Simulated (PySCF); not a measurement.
Computed shifts of a molecule C₄H₅NS, PBE/pcSseg-1 (PySCF), GIAO, gas phase, equivalent atoms averaged, in ppm (number of nuclei): ¹³C: 160.6 (1), 157.0 (1), 124.1 (1), 23.1 (1). ¹⁵N: 370.4 (1). ¹H: 8.66 (1), 7.17 (1), 3.08 (3). References: ¹³C against TMS (σ = 182.0 ppm); ³³S against H2S (σ = 706.5 ppm); ¹⁵N against NH3 (σ = 267.0 ppm); ¹H against TMS (σ = 31.49 ppm), references at their B3LYP-D3(BJ)/def2-TZVP geometries, non-relativistic. Geometry optimised at PBE-D3(BJ)/def2-SVP. One conformer was computed; it need not be the lowest.

Q: Which molecule gave these data?
(A) Cc1cscn1
(B) C=C1CN=CS1
(C) C=CC1=NCS1
(D) C=C1C=NCS1

A: A, Cc1cscn1
